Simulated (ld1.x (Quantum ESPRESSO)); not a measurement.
**u(r) = r·R(r): atom against pseudo-atom (titanium (Ti))**

Columns: radius, all-electron u(r) and pseudo u(r) of the 4s shell (level -4.43 eV) of titanium in the configuration [Ar] 3d2 4s2 4p0; PBEsol, non-relativistic, PAW scheme, ld1.x (Quantum ESPRESSO) 7.5.

```csv
r (bohr),all-electron,pseudo
0.210,-0.1545,-0.0516
0.420,0.0344,-0.1036
0.630,0.2309,-0.1562
0.840,0.2474,-0.2096
1.050,0.1439,-0.2634
1.260,-0.0052,-0.3170
1.470,-0.1553,-0.3696
1.680,-0.2860,-0.4197
1.890,-0.3907,-0.4659
2.100,-0.4695,-0.5066
2.310,-0.5252,-0.5403
2.520,-0.5611,-0.5654
2.730,-0.5804,-0.5810
2.940,-0.5862,-0.5862
3.150,-0.5811,-0.5811
3.360,-0.5675,-0.5675
3.570,-0.5476,-0.5476
3.780,-0.5229,-0.5229
3.990,-0.4950,-0.4950
4.200,-0.4651,-0.4651
4.410,-0.4341,-0.4341
4.620,-0.4029,-0.4029
4.830,-0.3721,-0.3721
5.040,-0.3423,-0.3423
5.250,-0.3137,-0.3137
5.460,-0.2866,-0.2866
```

Q: How many radial nodes do the two functions have?

A: The all-electron 4s function has n − l − 1 = 3 (the table is too coarse to show those close to the nucleus); the pseudo-wave has 0, since the states of the same l below it are removed with the core.

Q: At about which radius was the pseudo-wave matched?

A: 2.95 bohr, where the columns begin to agree (steps of 0.21 bohr).

Q: Is the pseudo-wave norm-conserving?

A: No, it belongs to a PAW set: the norm inside the radius is not constrained, and the difference is carried by the augmentation charge.
